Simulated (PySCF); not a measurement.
## Working out the ionisation energy of Cd

Cd [Kr] 4d10 5s2 (1S) → Cd⁺ [Kr] 4d10 5s1 (2S). Computed with PySCF 2.14 in x2c-QZVPPall, with the spin-free X2C one-electron Hamiltonian (Gaussian nucleus). Frozen: [Ar] 3d10. Energies in hartree (1 hartree = 27.21139 eV):

```csv
part,Cd (lower),Cd⁺ (upper)
UHF,-5591.388118,-5591.118691
MP2 opposite-spin,-0.520513,-0.476348
MP2 same-spin,-0.252460,-0.235687
```

Task: What does Hartree-Fock give?

Result: (-5591.118691) − (-5591.388118) = 0.269427 hartree = 7.331 eV.

Task: What do MP2 and SCS-MP2 (6/5 opposite-spin, 1/3 same-spin) give?

Result: The opposite-spin parts differ by 1.202 eV and the same-spin parts by 0.456 eV. MP2: 7.331 + (1.202) + (0.456) = 8.989 eV. SCS-MP2: 7.331 + 1.2 × (1.202) + (0.456)/3 = 8.925 eV.

Measured between the centres of the two terms (NIST): 8.994 eV, so MP2 (valence and next inner shell) is off by -0.005 eV.

What remains against the reference includes basis incompleteness, the frozen core and correlation beyond second order.
